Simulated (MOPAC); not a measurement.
MOPAC input (PM6):

```
PM6 FORCE THERMO(298,298) PRECISE LET CHARGE=-1 GEO-OK AUX(PRECISION=9) THREADS=1
Br3Si

Br    2.13586111 1   -0.50835612 1   -0.09348073 1
Si    0.00002082 1   -0.00357275 1    0.79427878 1
Br   -1.50854257 1   -1.59490027 1   -0.09827386 1
Br   -0.62732488 1    2.10448581 1   -0.08165699 1
```

From the output:

```
    Br    4   0.148321   0.804840   0.148284   1.002151

          HEAT OF FORMATION =    -113.194585 KCALS/MOLE

          ZERO POINT ENERGY       1.466 KCAL/MOL

           NORMAL COORDINATE ANALYSIS (Total motion = 1 Angstrom)

   Root No.       1         2         3         4         5         6

                 1 E       1 E       1 A1      2 A1      2 E       2 E

                  68.4      68.4     107.0     213.4     284.0     284.0

           1    0.0439   -0.1976    0.1620   -0.1567   -0.1693    0.0266
           2    0.2432   -0.0046    0.0631    0.0020   -0.0003    0.0040
           3    0.1303    0.1196   -0.0975   -0.0031    0.0018    0.0022
           4    0.0469   -0.2110    0.1504    0.1981    0.6061   -0.0953
           5   -0.1806   -0.0887   -0.2028   -0.2671    0.2175    0.5383
           6   -0.1396    0.0439    0.3130    0.4123   -0.1503    0.3945
           7   -0.2366    0.0900   -0.1074    0.0436   -0.0288   -0.0425
           8   -0.0841   -0.1703   -0.1367    0.1506   -0.1033   -0.1294
           9    0.0384   -0.1727   -0.0975   -0.0031   -0.0028    0.0004
          10    0.1762    0.1818   -0.1074    0.0436   -0.0149    0.0494
          11   -0.0957    0.2060    0.1448   -0.0587    0.0272   -0.0638
          12   -0.1197    0.0376    0.0849   -0.1387    0.0539   -0.1413

           MASS-WEIGHTED COORDINATE ANALYSIS (NORMAL COORDINATES)

   Root No.       1         2         3         4         5         6

                 1 E       1 E       1 A1      2 A1      2 E       2 E

                  68.4      68.4     107.0     213.4     284.0     284.0

           1    0.0866   -0.4265    0.3861   -0.3776   -0.3791    0.0680
           2    0.5228   -0.0196    0.1505    0.0049   -0.0005    0.0087
           3    0.2850    0.2519   -0.2323   -0.0075    0.0041    0.0049
           4    0.0548   -0.2700    0.2126    0.2829    0.8048   -0.1444
           5   -0.2324   -0.1088   -0.2866   -0.3814    0.3071    0.6967
           6   -0.1769    0.0593    0.4424    0.5888   -0.1878    0.5207
           7   -0.5052    0.2028   -0.2560    0.1049   -0.0671   -0.0922
           8   -0.1876   -0.3627   -0.3258    0.3627   -0.2392   -0.2796
           9    0.0757   -0.3727   -0.2323   -0.0075   -0.0063    0.0011
          10    0.3861    0.3838   -0.2560    0.1049   -0.0309    0.1097
          11   -0.1975    0.4468    0.3452   -0.1414    0.0577   -0.1422
          12   -0.2558    0.0857    0.2024   -0.3341    0.1135   -0.3147

          DESCRIPTION OF VIBRATIONS

 VIBRATION          2    1E          ATOM PAIR     ENERGY CONTRIBUTION    RADIAL
 FREQUENCY            68.44         Si2 -- Br4         +42.6% (112.5%)      0.3%
 TRANSITION DIPOLE   0.2298         Si2 -- Br3         +34.8% (101.6%)      2.4%
 TRAVEL (Ang.)       0.2077         Br1 -- Si2         +22.6% ( 82.0%)     35.2%
 REDUCED MASS       22.8365
 EFFECTIVE MASS     89.9131
 FORCE CONSTANT      0.0630

 VIBRATION          3    1A1         ATOM PAIR     ENERGY CONTRIBUTION    RADIAL
 FREQUENCY           107.04         Br1 -- Si2         +33.3% ( 89.8%)      4.5%
 TRANSITION DIPOLE   0.2439         Si2 -- Br3         +33.3% ( 89.8%)      4.5%
 TRAVEL (Ang.)       0.2040         Si2 -- Br4         +33.3% ( 89.8%)      4.5%
 REDUCED MASS       15.1376
 EFFECTIVE MASS     70.0010
 FORCE CONSTANT      0.1022

 VIBRATION          4    2A1         ATOM PAIR     ENERGY CONTRIBUTION    RADIAL
 FREQUENCY           213.45         Br1 -- Si2         +33.3% ( 75.6%)     46.4%
 TRANSITION DIPOLE   1.8598         Si2 -- Br3         +33.3% ( 75.6%)     46.4%
 TRAVEL (Ang.)       0.1498         Si2 -- Br4         +33.3% ( 75.6%)     46.4%
 REDUCED MASS       14.0694
 EFFECTIVE MASS     47.6310
 FORCE CONSTANT      0.3777

 VIBRATION          6    2E          ATOM PAIR     ENERGY CONTRIBUTION    RADIAL
 FREQUENCY           284.02         Si2 -- Br4         +37.9% ( 91.8%)     87.3%
 TRANSITION DIPOLE   4.2912         Si2 -- Br3         +34.3% ( 87.3%)     68.9%
 TRAVEL (Ang.)       0.1119         Br1 -- Si2         +27.8% ( 78.5%)      5.7%
 REDUCED MASS       18.9494
 EFFECTIVE MASS     37.3835
 FORCE CONSTANT      0.9006

      SYMMETRY NUMBER FOR POINT-GROUP C3v =  3

          SYSTEM IS A GROUND STATE

 Br3Si

          MOLECULE IS NOT LINEAR

          THERE ARE  6 GENUINE VIBRATIONS IN THIS SYSTEM
          THIS THERMODYNAMICS CALCULATION IS LIMITED TO
          MOLECULES WHICH HAVE NO INTERNAL ROTATIONS

                    CALCULATED THERMODYNAMIC PROPERTIES
                                          *
   TEMP. (K)   PARTITION FUNCTION   H.O.F.    ENTHALPY  HEAT CAPACITY ENTROPY
                                   KCAL/MOL   CAL/MOLE    CAL/K/MOL  CAL/K/MOL

 298.00  VIB.     0.8737D+02                  2342.6367    11.1084    16.7443
         ROT.     0.5168D+06                   888.2803     2.9808    29.1234
         INT.     0.4515D+08                  3230.9170    14.0892    45.8677
         TRA.     0.4237D+28                  1480.4672     4.9680    42.6521
         TOT.                     -113.195    4711.3841    19.0572    88.5198

   *: NOTE: HEATS OF FORMATION ARE RELATIVE TO THE
            ELEMENTS IN THEIR STANDARD STATE AT 298K
              (=  Standard Enthalpy of Formation).

            Hvib:  Zero-point energy is not included.
                   frequencies of less than zero cm-1 are not included.
            Hrot = (3/2)RT
            Htra = (3/2)RT + pV = (5/2)RT

            Heat capacity is Cp, not Cv

          For more information, see: HTTP://OpenMOPAC.net/Manual/thermochemistry.html

           FORCE CONSTANT IN CARTESIAN COORDINATES (Millidynes/A)

    ATOM   CHEMICAL       X               Y               Z
   NUMBER   SYMBOL  FORCE CONSTANT  FORCE CONSTANT  FORCE CONSTANT

      1      Br        0.991171        0.073039        0.061378
      2      Si        0.967286        0.904163        0.710086
      3      Br        0.173820        0.890391        0.061378
      4      Br        0.173820        0.249327        0.702442

 **********************
 *                    *
 * JOB ENDED NORMALLY *
 *                    *
 **********************

 == MOPAC DONE ==
```

The dipole moment of an ion depends on the origin.
